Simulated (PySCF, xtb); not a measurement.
ClH2Si, SMILES [SiH2]Cl, multiplicity 2.

Harmonic wavenumbers (cm⁻¹) from GFN2-xTB in xtb 6.7.1 at its own minimum, in rising order: 502, 511, 568, 724, 2333, 2338.

**Question.** What does B3LYP-D3(BJ)/def2-TZVP (PySCF 2.14.0) give at its own minimum? (The exact figures need the calculation; the answer reports its results.)

**Answer.** 531, 648, 728, 922, 2176, 2217. Paired by order, the mean absolute difference is 134 cm⁻¹ and the zero-point energies are 10.0 and 10.3 kcal/mol.
